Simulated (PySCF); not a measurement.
This PySCF input asks for the NMR shieldings of `CC#C[P@+](C)(N)N(C)C`, [C6H14N2P]+; the geometry comes from GFN2-xTB.

```python
import basis_set_exchange as bse
import numpy as np
from pyscf import gto, dft
from pyscf.prop import nmr

atoms = """
C     3.724346   -1.176760    0.681126
C     2.444113   -0.579779    0.463729
C     1.348626   -0.104129    0.277100
P    -0.172748    0.718936    0.045968
C    -0.105540    1.665515   -1.504788
N    -0.534078    1.820768    1.214586
N    -1.358119   -0.415765    0.182971
C    -2.745437    0.028345    0.150438
C    -1.159778   -1.753652   -0.354027
H     4.394593   -0.453955    1.145295
H     3.625164   -2.040991    1.337192
H     4.151304   -1.497923   -0.268355
H    -1.054653    2.182539   -1.643889
H     0.703627    2.391865   -1.474861
H     0.065105    0.984082   -2.336936
H    -0.048613    2.707173    1.190795
H    -0.633080    1.457909    2.155035
H    -2.817568    1.051673    0.513410
H    -3.333256   -0.617136    0.803653
H    -3.166703   -0.027340   -0.856642
H    -1.702750   -2.462898    0.271414
H    -1.528259   -1.845148   -1.379079
H    -0.101047   -2.006343   -0.331117
"""
names = dict.fromkeys(["C", "P", "N", "H"], "pcSseg-1")
basis = {el: gto.basis.parse(bse.get_basis(n, elements=[el], fmt="nwchem")) for el, n in names.items()}
mol = gto.M(atom=atoms, basis=basis, charge=1, verbose=0)
mf = dft.RKS(mol, xc="PBE0")
mf.grids.level = 2
mf.grids.alignment = dft.numint.BLKSIZE   # the property module wants whole blocks of grid points
mf.conv_tol = 1e-9
mf.kernel()

calc = nmr.RKS(mf)   # GIAO
C = mf.mo_coeff
Co = C[:, mf.mo_occ > 0]
resp = mf.gen_response(singlet=True, hermi=2)
def vind(x):   # induced exchange potential for any number of trial vectors
    d = np.einsum("pi,xij,qj->xpq", C, 2 * x.reshape(-1, C.shape[1], Co.shape[1]), Co, optimize=True)
    return np.einsum("xpq,pi,qj->xij", resp(d - d.transpose(0, 2, 1)), C, Co, optimize=True).ravel()
mo1, _ = nmr.rhf.solve_mo1(calc, with_cphf=vind)
sigma = calc.kernel(mo1)
for i, s in enumerate(sigma):   # ppm
    print("%2d %-2s %9.2f" % (i, mol.atom_pure_symbol(i), np.trace(s) / 3))
```

Question: Give the expected output.

Answer: 
```
 0 C     181.38
 1 C      56.32
 2 C     118.16
 3 P     296.24
 4 C     170.53
 5 N     212.70
 6 N     221.96
 7 C     151.40
 8 C     148.36
 9 H      29.09
10 H      29.07
11 H      29.07
12 H      29.67
13 H      29.72
14 H      29.77
15 H      29.16
16 H      29.13
17 H      28.04
18 H      28.64
19 H      29.18
20 H      28.58
21 H      29.12
22 H      28.19
```

These numbers come from an equivalent density-fitted implementation of the same equations, which agrees with the script to about 0.01 ppm for H and up to a few tenths of a ppm for heavy atoms, so last digits may differ.

Question: Turn these shieldings into chemical shifts. References, each an isolated molecule treated in the same way: ¹³C (186.93 ppm) and ¹H (31.72 ppm) vs TMS; ³¹P (318.38 ppm) vs H3PO4; NH3 for ¹⁵N (267.73 ppm).

Answer: Averaging equivalent atoms: C 1: 130.6; C 2: 68.8; C 7/8: 37.0; C 4: 16.4; C 0: 5.5; P 3: 22.1; N 5: 55.0; N 6: 45.8; H 17/18/19/20/21/22: 3.09; H 9/10/11: 2.64; H 15/16: 2.57; H 12/13/14: 2.00 ppm. Experimental scales use liquid or dissolved standards, which lie at an offset from isolated NH3 (liquid NH3: subtract about 20 ppm) and H3PO4.

Size and cost of the density-fitted run: 230 basis functions, 54 s wall time on 1 thread of an Intel Xeon 6975P-C, shared host; peak memory 1.1 GiB.
